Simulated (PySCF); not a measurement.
O$_{4}$Re, charge -1, singlet, at a GFN2-xTB geometry (such geometries of metal compounds can be far from the true shape) (core potentials on Re). Base run: PBE0/def2-SV(P) in PySCF.

PySCF was given this input:
```python
from pyscf import gto, scf, dft

mol = gto.M(
    atom='''
Re   -0.000000   -0.000000   -0.000000
O     1.398159   -0.281745   -0.911876
O     0.426408    0.285156    1.613260
O    -0.812781    1.351124   -0.616115
O    -1.011786   -1.354535   -0.085269
''',
    basis='def2-sv(p)',
    ecp={'Re': 'def2-sv(p)'},
    charge=-1,
    spin=0,
    verbose=3,
)

mf = dft.RKS(mol)
mf.xc = 'pbe0'
mf.kernel()
```

Each row names what was changed in the base input (with any setting that the change needs).

```tsv
change	basis functions	E (Eh)	HOMO (eV)	HOMO-LUMO gap (eV)
base	81	-378.77286	-3.45	7.56
basis = jorge-DZP-DKH; relativity = none (without ecp={'Re': 'def2-sv(p)'})	120	-14263.98679	-0.13	3.35
basis = x2c-SVPall; relativity = spin-free X2C (without ecp={'Re': 'def2-sv(p)'})	122	-16995.50876	-3.61	7.58
basis = ANO-RCC-VDZP; relativity = spin-free X2C (without ecp={'Re': 'def2-sv(p)'})	124	-16996.61284	-3.80	7.56
basis = x2c-SVPall; relativity = spin-free X2C; nucleus = Gaussian (with nucmod='G'; without ecp={'Re': 'def2-sv(p)'})	122	-16993.41961	-3.61	7.58
basis = x2c-SVPall; relativity = none (without ecp={'Re': 'def2-sv(p)'})	122	-14322.04233	-0.66	1.74
basis = ANO-RCC-VDZP; relativity = spin-free X2C; nucleus = Gaussian (with nucmod='G'; without ecp={'Re': 'def2-sv(p)'})	124	-16994.07100	-3.80	7.56
basis = jorge-DZP-DKH; relativity = spin-free X2C; nucleus = Gaussian (with nucmod='G'; without ecp={'Re': 'def2-sv(p)'})	120	-16903.98151	-3.55	8.25
basis = ANO-RCC-VDZP; relativity = none (without ecp={'Re': 'def2-sv(p)'})	124	-14156.12671	-0.44	1.77
basis = jorge-DZP-DKH; relativity = spin-free X2C (without ecp={'Re': 'def2-sv(p)'})	120	-16905.77618	-3.55	8.25
```

Absolute energies of different levels of theory aren't comparable as measures of quality.

Basis sets contracted for a relativistic Hamiltonian are a mismatch without it, so the rows without relativity aren't non-relativistic limits. No row has spin-orbit coupling; sets with core potentials leave out the core electrons.
